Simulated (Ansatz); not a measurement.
Basis-set extrapolation for C6H16N2 (`CCNCCNCC`) (PBE0-D4/def2-TZVP geometry, frozen core, the Gaussian-basis code of Ansatz). Multiplicity 1, RHF reference.

|  | def2-TZVPP | def2-QZVPP |
| --- | --- | --- |
| HF | -345.532454 | -345.549231 |
| MP2 correlation | -1.478948 | -1.574514 |
| CCSD(T) correlation | -1.619892 | not run |

Energies in hartree. Use E(X) = E(∞) + A·exp(−7.88·√X) for Hartree–Fock and E(X) = E(∞) + B·X^(−2.97) for correlation, with X = 3 and 4, and add CCSD(T) minus MP2 of the smaller set to the MP2 limit.

What is the CCSD(T) energy at the basis-set limit?

HF limit: -345.549231 + (-0.016777) × 0.13774 = -345.55154. MP2 limit: -1.574514 + (-0.095566) × 0.74074 = -1.64530. Higher-order term: -1.619892 − (-1.478948) = -0.14094. Total: -347.33778 hartree, 486.9 kJ/mol below CCSD(T)/def2-TZVPP.
